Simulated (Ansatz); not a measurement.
This geometry of CH7AlFGeN (12 atoms, charge 0, multiplicity 1) is a first-order saddle point.

The calculation used RHF/def2-SVP (Ansatz 0.2.0).

```xyz
12
Properties=species:S:1:pos:R:3
F -1.538 -0.647 -0.127
C -0.690 0.367 0.026
Al -1.060 2.053 -0.877
N 0.406 -0.051 0.692
Ge 1.051 -1.804 0.699
H -0.345 0.575 -1.464
H -2.515 2.310 -1.417
H 0.070 3.140 -0.670
H 0.987 0.685 1.041
H 2.412 -1.697 1.390
H 0.108 -2.705 1.488
H 1.192 -2.283 -0.746
```

Which two structures does it join? (They come from a converged band through this point; their orientation in space is the band's.)

Bonds broken: C2–H6. Bonds formed: Al3–H6.

Initial state:

```xyz
12
Properties=species:S:1:pos:R:3
F -1.582 -0.442 -0.701
C -0.363 0.287 -0.649
Al -0.995 2.181 -0.769
N 0.377 -0.032 0.510
Ge 1.066 -1.723 0.797
H 0.185 -0.058 -1.526
H -1.386 2.890 0.588
H -1.116 2.912 -2.162
H 0.059 0.437 1.338
H 2.162 -1.590 1.862
H 0.018 -2.732 1.286
H 1.652 -2.185 -0.540
```

Final state:

```xyz
12
Properties=species:S:1:pos:R:3
F -1.218 -0.998 -0.625
C -0.532 0.078 -0.367
Al -1.062 2.038 -1.073
N 0.501 -0.177 0.361
Ge 1.058 -1.876 1.036
H -0.993 1.867 -2.662
H -2.495 2.277 -0.404
H 0.188 2.789 -0.379
H 1.040 0.648 0.568
H 2.317 -1.529 1.821
H -0.063 -2.402 1.919
H 1.337 -2.770 -0.163
```

How far does it lie above each of them?

1.09 eV above the first and 0.98 eV above the second. This is the barrier of this one path; another mechanism may lie lower. The orbitals stay closed-shell, which can raise the energy where a bond breaks towards radicals; this wasn't checked here.

The run took 2.9 min on 2 threads of Intel(R) Xeon(R) 6975P-C (Granite Rapids), with other jobs on the host, peak memory 0.37 GiB.
